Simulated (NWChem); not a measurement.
System: C3H5Cl; SMILES C/C=C\Cl

Input file for NWChem:

```
start job
memory heap 200 mb stack 900 mb global 1100 mb
geometry units angstroms
  C     -0.770975     1.752473     0.000000
  C      0.600445     1.158031     0.000000
  C      0.918478    -0.149364     0.000000
  Cl    -0.253063    -1.441284     0.000000
  H     -1.551129     0.967968     0.000000
  H     -0.923787     2.400693    -0.889293
  H     -0.923787     2.400693     0.889293
  H      1.460360     1.851033     0.000000
  H      1.956310    -0.513572     0.000000
end
basis spherical
  C library 6-31g*
  Cl library 6-31g*
  H library 6-31g*
end
dft
  xc hfexch
  iterations 150
end
driver
  maxiter 120
end
task dft optimize
task dft freq
```

Excerpt of the output:

```
             Northwest Computational Chemistry Package (NWChem) 7.3.0
             --------------------------------------------------------

 CS  symmetry detected

                             Geometry "geometry" -> ""
                             -------------------------

 Output coordinates in angstroms (scale by  1.889725989 to convert to a.u.)

  No.       Tag          Charge          X              Y              Z
 ---- ---------------- ---------- -------------- -------------- --------------
    1 C                    6.0000    -0.75920555     1.78046090     0.00000000
    2 C                    6.0000     0.60651258     1.17303346     0.00000000
    3 C                    6.0000     0.91212655    -0.13732022     0.00000000
    4 Cl                  17.0000    -0.27161961    -1.41806635     0.00000000
    5 H                    1.0000    -1.54676791     1.00339341     0.00000000
    6 H                    1.0000    -0.90586029     2.43010162    -0.88929300
    7 H                    1.0000    -0.90586029     2.43010162     0.88929300
    8 H                    1.0000     1.47296416     1.85784530     0.00000000
    9 H                    1.0000     1.94645618    -0.51135890     0.00000000

 Effective nuclear repulsion energy (a.u.)     144.9848692086

      Symmetry information
      --------------------

 Group name             Cs
 Group number              2
 Group order               2
 No. of unique centers     8

                                Z-matrix (autoz)
                                --------

 Units are Angstrom for bonds and degrees for angles

      Type          Name      I     J     K     L     M      Value
      ----------- --------  ----- ----- ----- ----- ----- ----------
    1 Stretch                  1     2                       1.49471
    2 Stretch                  1     5                       1.10639
    3 Stretch                  1     6                       1.11103
    4 Stretch                  1     7                       1.11103
    5 Stretch                  2     3                       1.34552
    6 Stretch                  2     8                       1.10440
    7 Stretch                  3     4                       1.74401
    8 Stretch                  3     9                       1.09988
    9 Bend                     1     2     3               127.10637
   10 Bend                     1     2     8               117.70048
   11 Bend                     2     1     5               111.40635
   12 Bend                     2     1     6               110.99151
   13 Bend                     2     1     7               110.99151
   14 Bend                     2     3     4               124.12553
   15 Bend                     2     3     9               123.00963
   16 Bend                     3     2     8               115.19315
   17 Bend                     4     3     9               112.86484
   18 Bend                     5     1     6               108.46443
   19 Bend                     5     1     7               108.46443
   20 Bend                     6     1     7               106.34117
   21 Torsion                  1     2     3     4          -0.00000
   22 Torsion                  1     2     3     9         180.00000
   23 Torsion                  3     2     1     5           0.00000
   24 Torsion                  3     2     1     6        -120.98288
   25 Torsion                  3     2     1     7         120.98288
   26 Torsion                  4     3     2     8         180.00000
   27 Torsion                  5     1     2     8         180.00000
   28 Torsion                  6     1     2     8          59.01712
   29 Torsion                  7     1     2     8         -59.01712
   30 Torsion                  8     2     3     9           0.00000

  xc_inp: hfexch multiplicative factor not found.

                           NWChem Geometry Optimization
                           ----------------------------

 maximum gradient threshold         (gmax) =   0.000450
 rms gradient threshold             (grms) =   0.000300
 maximum cartesian step threshold   (xmax) =   0.001800
 rms cartesian step threshold       (xrms) =   0.001200
 fixed trust radius                (trust) =   0.300000
 source of zmatrix                         =   autoz

          -------------------
          Energy Minimization
          -------------------

 Using diagonal initial Hessian
 Scaling for Hessian diagonals: bonds = 1.00  angles = 0.25  torsions = 0.10

          --------
          Step   0

                                 NWChem DFT Module
                                 -----------------

 Summary of "ao basis" -> "ao basis" (spherical)
 ------------------------------------------------------------------------------
       Tag                 Description            Shells   Functions and Types
 ---------------- ------------------------------  ------  ---------------------
 C                           6-31g*                  6       14   3s2p1d
 Cl                          6-31g*                  8       18   4s3p1d
 H                           6-31g*                  2        2   2s

      Symmetry analysis of basis
      --------------------------

        a'         51
        a"         19

            General Information
            -------------------
          SCF calculation type: DFT
          Wavefunction type:  closed shell.
          No. of atoms     :     9
          No. of electrons :    40
           Alpha electrons :    20
            Beta electrons :    20
          Charge           :     0
          Spin multiplicity:     1
          Use of symmetry is: on ; symmetry adaption is: on
          Maximum number of iterations: 150
          AO basis - number of functions:    70
                     number of shells:    36
          Convergence on energy requested:  1.00D-06
          Convergence on density requested:  1.00D-05
          Convergence on gradient requested:  5.00D-04

[...]

      ----------------------
      Optimization converged
      ----------------------

  Step       Energy      Delta E   Gmax     Grms     Xrms     Xmax
  ---- ---------------- -------- -------- -------- -------- --------
@    4    -575.97100484 -1.9D-07  0.00005  0.00001  0.00026  0.00070
                                     ok       ok       ok       ok

                                Z-matrix (autoz)
                                --------

 Units are Angstrom for bonds and degrees for angles

[...]

 Rotational Constants
 --------------------
 A=   0.486909 cm-1  (  0.700538 K)
 B=   0.118279 cm-1  (  0.170174 K)
 C=   0.096848 cm-1  (  0.139340 K)

 Temperature                      =   298.15K
 frequency scaling parameter      =   1.0000

 Zero-Point correction to Energy  =   48.012 kcal/mol  (  0.076512 au)
 Thermal correction to Energy     =   50.975 kcal/mol  (  0.081234 au)
 Thermal correction to Enthalpy   =   51.567 kcal/mol  (  0.082178 au)

 Total Entropy                    =   70.855 cal/mol-K
   - Translational                =   38.883 cal/mol-K (mol. weight =  76.0080)
   - Rotational                   =   25.162 cal/mol-K (symmetry #  =        1)
   - Vibrational                  =    6.811 cal/mol-K

 Cv (constant volume heat capacity) =   14.803 cal/mol-K
   - Translational                  =    2.979 cal/mol-K
   - Rotational                     =    2.979 cal/mol-K
   - Vibrational                    =    8.844 cal/mol-K

[normal modes left out]

 ----------------------------------------------------------------------------
 Normal Eigenvalue ||           Projected Infra Red Intensities
  Mode   [cm**-1]  || [atomic units] [(debye/angs)**2] [(KM/mol)] [arbitrary]
 ------ ---------- || -------------- ----------------- ---------- -----------
    1       -0.000 ||    0.000914           0.021         0.891       0.813
    2       -0.000 ||    0.000851           0.020         0.830       0.757
    3        0.000 ||    0.000502           0.012         0.489       0.447
    4        0.000 ||    0.000009           0.000         0.009       0.008
    5        0.000 ||    0.000211           0.005         0.206       0.188
    6        0.000 ||    0.000530           0.012         0.517       0.472
    7      122.087 ||    0.000018           0.000         0.018       0.016
    8      243.372 ||    0.001151           0.027         1.122       1.024
    9      443.086 ||    0.001720           0.040         1.676       1.529
   10      606.071 ||    0.002485           0.057         2.422       2.210
   11      795.473 ||    0.050280           1.160        49.016      44.718
   12      811.382 ||    0.054459           1.256        53.089      48.434
   13     1001.920 ||    0.019155           0.442        18.673      17.036
   14     1081.195 ||    0.002674           0.062         2.606       2.378
   15     1182.221 ||    0.001395           0.032         1.360       1.240
   16     1198.642 ||    0.000695           0.016         0.677       0.618
   17     1375.862 ||    0.000246           0.006         0.240       0.219
   18     1488.119 ||    0.046110           1.064        44.950      41.009
   19     1572.131 ||    0.000952           0.022         0.928       0.847
   20     1630.135 ||    0.003435           0.079         3.349       3.055
   21     1632.144 ||    0.007100           0.164         6.921       6.314
   22     1878.217 ||    0.015087           0.348        14.707      13.418
   23     3203.148 ||    0.029338           0.677        28.600      26.092
   24     3250.369 ||    0.030108           0.695        29.350      26.777
   25     3313.701 ||    0.006557           0.151         6.392       5.832
   26     3340.119 ||    0.015730           0.363        15.335      13.990
   27     3431.310 ||    0.011875           0.274        11.576      10.561
 ----------------------------------------------------------------------------
```

Level: Hartree-Fock/6-31G* (spherical d).
